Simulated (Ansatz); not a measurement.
`CB[SiH](C)Cl` + SiH₄ → `C[SiH](Cl)B[SiH3]` + CH₄ at 400 K and 1 bar (formal exchange of groups at a B–C bond).

Isolated molecules relaxed with PBE0-D4/def2-TZVP in Ansatz; ΔE leaves out vibrations. CBS: MP2 limit from def2 TZ/QZ plus the TZ coupled-cluster correction, frozen cores. This one scheme is used for every species. Each species was taken in one conformer, which may not be the lowest.

| species | CCSD(T)/CBS energy (Eh) | H − E (kJ/mol) | S (J/(mol·K)) |
| --- | --- | --- | --- |
| `CB[SiH](C)Cl` | -854.62010 | 290.8 | 422.3 |
| SiH₄ | -291.46306 | 96.9 | 218.6 |
| `C[SiH](Cl)B[SiH3]` | -1105.61576 | 262.8 | 455.0 |
| CH₄ | -40.46206 | 131.3 | 197.2 |

H − E and S are ideal-gas, rigid-rotor, harmonic terms from PBE0-D4/def2-TZVP, for one conformer and one mirror image of each species. 1 Eh = 2625.50 kJ/mol, R = 8.31446 J/(mol·K).

Problem. By hand: ΔE, ΔH, ΔS and ΔG.

Solution. ΔE = (-1105.61576) + (-40.46206) − (-854.62010) − (-291.46306) = 0.00534 Eh = 14.0 kJ/mol. Δ(H − E) = 262.8 + 131.3 − 290.8 − 96.9 = 6.4, so ΔH = 20.4 kJ/mol. ΔS = 455.0 + 197.2 − 422.3 − 218.6 = 11.3 J/(mol·K). ΔG = 20.4 − 400 × (11.3)/1000 = 15.9 kJ/mol.

Problem. By hand: the equilibrium constant, and the temperature at which ΔG would vanish if ΔH and ΔS stayed fixed.

Solution. log₁₀ K = −ΔG/(RT ln 10) = -2.1. ΔG = 0 at ΔH/ΔS = 1805 K, though so small a ΔS makes that figure unsure.

The number of gas molecules stays the same, so ΔS is small and ΔH decides. A doubt of 5 kJ/mol in ΔE shifts log₁₀ K by 0.7 here. Other conformers and mirror images would add mixing entropy, several J/(mol·K) or more a flexible species. Modes under 60 cm⁻¹, often nearly free rotors, make the harmonic entropy too high. These are equilibria of isolated gas molecules and say nothing of rates. Largest T1 diagnostic: 0.012 (customary marks: 0.02 for closed shells, 0.045 for open ones).
